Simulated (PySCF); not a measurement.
C6H14BO2 (cation, charge +1), SMILES C1(C)(C)C([OH+]BO1)(C)C (GFN2-xTB optimised geometry):

```
23

C     -1.132     1.020    -1.538
C     -0.712     0.765    -0.091
C     -1.517     1.648     0.853
O      0.682     1.138     0.000
B      1.490     0.124     0.000
O      0.711    -1.098    -0.038
C     -0.711    -0.757     0.293
C     -0.891    -1.019     1.781
C     -1.621    -1.646    -0.534
H     -2.190     0.822    -1.675
H     -0.946     2.065    -1.771
H     -0.552     0.417    -2.232
H     -1.120     1.628     1.863
H     -2.557     1.336     0.866
H     -1.470     2.674     0.499
H      2.648     0.124     0.000
H      1.007    -1.960     0.289
H     -0.730    -2.074     2.001
H     -1.904    -0.775     2.085
H     -0.198    -0.429     2.378
H     -1.360    -1.628    -1.587
H     -2.648    -1.311    -0.428
H     -1.569    -2.674    -0.181
```

Level of theory: CAM-B3LYP/def2-SVP (PySCF).

Problem. What are the frontier orbital energies?

Solution. HOMO-2 -16.10 eV, HOMO-1 -15.37 eV, HOMO -14.89 eV, LUMO -3.37 eV, LUMO+1 -3.11 eV.

On the same geometry PBE/def2-SVP run with PySCF gives HOMO-2 -13.08 eV, HOMO-1 -12.48 eV, HOMO -12.05 eV, LUMO -5.63 eV, LUMO+1 -5.03 eV.

Meta-Löwdin charges at CAM-B3LYP/def2-SVP: C1 -0.30, C2 0.25, C3 -0.30, O4 -0.31, B5 0.37, O6 -0.26, C7 0.24, C8 -0.31, C9 -0.30, H10 0.12, H11 0.13, H12 0.10, H13 0.12, H14 0.12, H15 0.13, H16 0.05, H17 0.40, H18 0.12, H19 0.14, H20 0.12, H21 0.13, H22 0.14, H23 0.12.
